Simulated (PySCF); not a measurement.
# P: excitation energy

P [Ne] 3s2 3p3 (4S) → P [Ne] 3s1 3p3 3d1 (6D), as a difference of total energies. Computed with PySCF 2.14 in dyall-acv3z, with no relativity, point nucleus. Correlated levels: valence: [Ne] frozen; valence and next inner shell: 1s2 frozen; virtual orbitals above 40 to 60 times the deepest correlated orbital energy dropped. The calculations carry no spin-orbit coupling.

| method | excitation energy (eV) |
| --- | --- |
| UHF | 12.328 |
| PBE | 14.076 |
| PBE0 | 14.002 |
| r2SCAN | 13.583 |
| TPSS | 14.122 |
| M06-2X | 14.562 |
| MN15 | 14.285 |
| MP2 (valence) | 13.856 |
| MP2 (valence and next inner shell) | 14.071 |
| SCS-MP2 (valence and next inner shell) | 14.480 |

Q: Estimate what LDA gives.

A: 14.249 eV, closest to MN15 among the rows shown.

Q: Estimate what SCS-MP2 (valence) gives.

A: 14.317 eV, closest to MN15 among the rows shown.

The upper state lies above the first ionisation limit, but in LS coupling its spin forbids autoionisation to the ground ion.

The promoted electron is Rydberg-like, and one or two diffuse shells describe it only roughly, which tends to raise the upper state.

In the upper state the promoted electron has a positive orbital energy at LDA, PBE, r2SCAN, TPSS, MN15, so the basis confines it.
